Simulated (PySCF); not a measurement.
PySCF job for C3H8FNSi, SMILES C=C(F)C[SiH2]N, PBE0/pcSseg-1. The structure is a stationary point at B3LYP-D3(BJ)/def2-SVP. The structure was generated by enumeration, and PubChem lists no compound with its InChIKey, so it may never have been made. Other conformers were not sampled.

```python
import numpy as np
from pyscf import gto, scf, dft
from pyscf.prop.nmr import rks as nmr

mol = gto.M(
    atom='''
    C     2.44815205    0.16988097    0.73610397
    C     1.31179462    0.34705471    0.06352329
    F     0.70917534    1.56629799    0.10792243
    C     0.52585485   -0.63146570   -0.73599909
    Si   -1.20544896   -0.96837861   -0.01735898
    N    -2.12247751    0.49180638   -0.18337417
    H     2.95265746   -0.79587453    0.71547758
    H     2.88512570    0.98715247    1.31181118
    H     1.07671207   -1.58155742   -0.80632684
    H     0.38053810   -0.24404678   -1.76007793
    H    -1.00557250   -1.48260877    1.37732383
    H    -1.87502328   -2.04595179   -0.80297743
    H    -1.66703105    1.35858296    0.09046322
    H    -3.11116555    0.50945809    0.04788027
    ''',
    basis='pcSseg-1',
    charge=0,
    spin=0,
    max_memory=1600,
    verbose=3,
)
mf = dft.RKS(mol, xc='pbe0')
mf.grids.level = 3
mf.conv_tol = 1e-10
mf.max_cycle = 100
mf.kernel()
n = nmr.NMR(mf)
n.verbose = 2
n.max_cycle_cphf = 60
sigma = n.kernel()
print('atom   isotropic/ppm   span/ppm')
for i, s in enumerate(sigma):
    w = np.linalg.eigvalsh((s + s.T) / 2)
    print(f'{mol.atom_symbol(i):2s}{i + 1:3d} {w.mean():14.3f} {w[2] - w[0]:11.3f}')
```

Log of the run:

```
converged SCF energy = -562.761344527469
atom   isotropic/ppm   span/ppm
C   1         90.197     160.218
C   2          7.246     169.509
F   3        260.613     179.350
C   4        161.962      25.460
Si  5        378.807      81.418
N   6        256.429      72.926
H   7         26.891       6.222
H   8         26.547       8.028
H   9         29.798       9.530
H  10         29.206       8.463
H  11         26.373       8.191
H  12         26.590       8.386
H  13         30.644      19.325
H  14         31.213      20.156
```

The run converged.

Cost: roughly 60 core-seconds.
